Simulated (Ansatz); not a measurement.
Ansatz results at the PBE0-D4/def2-TZVP geometry: size of the dipole moment (PBE/def2-TZVPP) 2.91 D; LUMO energy (PBE0/def2-TZVPP) -2.50 eV; HOMO–LUMO gap (PBE/def2-TZVPP) 3.22 eV.

Each molecule was computed in one conformer, which needn't be the lowest.

Q: Which molecule gave them?
A. `C[O][Ti]([F])([SH])[Cl]`
B. `[OH][Ti]([SH])([Cl])[Cl]`
C. `O=C=[N][Ti]([N]=C=O)([N]=C=O)[N]=C=O`
D. `[F][Ti]([F])([Cl])[SeH]`

A: A. The others give `[OH][Ti]([SH])([Cl])[Cl]`: 1.91, -2.91, 2.96; `O=C=[N][Ti]([N]=C=O)([N]=C=O)[N]=C=O`: 0.00, -3.56, 3.43; `[F][Ti]([F])([Cl])[SeH]`: 0.97, -3.30, 2.59.
